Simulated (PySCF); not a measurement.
## Polarisability and C₆ of V(3+) (vanadium, charge +3)

[Ar] 3d2, high-spin 3F determinant. Calculation: PySCF 2.14, in aug-cc-pVDZ-DK (7s6p4d2f, 59 functions); the spin-free X2C one-electron Hamiltonian (Gaussian nucleus). Coupled (time-dependent) response in atomic units; α is the mean over directions. A double-zeta set is small for polarisabilities.

```json
{"method": "M06-2X", "mean α (bohr³)": "1.952", "C₆ (like pair)": "4.658", "S(−4)": "1.213"}
```

S(−4) is the Cauchy moment in α(ω) = α(0) + S(−4) ω² + …

α(iu) at M06-2X:

```json
{"u (hartree)": "0", "α(iu) (bohr³)": "1.952"}
{"u (hartree)": "0.0500", "α(iu) (bohr³)": "1.949"}
{"u (hartree)": "0.100", "α(iu) (bohr³)": "1.940"}
{"u (hartree)": "0.200", "α(iu) (bohr³)": "1.906"}
{"u (hartree)": "0.300", "α(iu) (bohr³)": "1.855"}
{"u (hartree)": "0.500", "α(iu) (bohr³)": "1.723"}
{"u (hartree)": "0.750", "α(iu) (bohr³)": "1.542"}
{"u (hartree)": "1.00", "α(iu) (bohr³)": "1.366"}
{"u (hartree)": "1.50", "α(iu) (bohr³)": "1.057"}
{"u (hartree)": "2.00", "α(iu) (bohr³)": "0.8162"}
{"u (hartree)": "3.00", "α(iu) (bohr³)": "0.5017"}
{"u (hartree)": "5.00", "α(iu) (bohr³)": "0.2285"}
```

For an ion, C₆ is the dispersion term alone; charge-induced terms of lower order in 1/R come first.
